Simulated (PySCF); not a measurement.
# How methods differ on the excitation energy of K

K [Ar] 4s1 (2S) → K [Ar] 3d1 (2D), as a difference of total energies. All numbers are calculated (PySCF 2.14, scalar relativity by spin-free X2C-1e, in aug-cc-pVDZ-X2C). The calculations carry no spin-orbit coupling.

```tsv
method	excitation energy (eV)
UHF	2.455
LDA	2.516
PBE	2.353
PBE0	2.402
r2SCAN	2.376
LC-wPBE	2.530
PBEsol	2.353
HSE06	2.376
MN15	2.543
```

For comparison: 2.670 eV (measured; NIST levels, between the centres of gravity of the two terms).
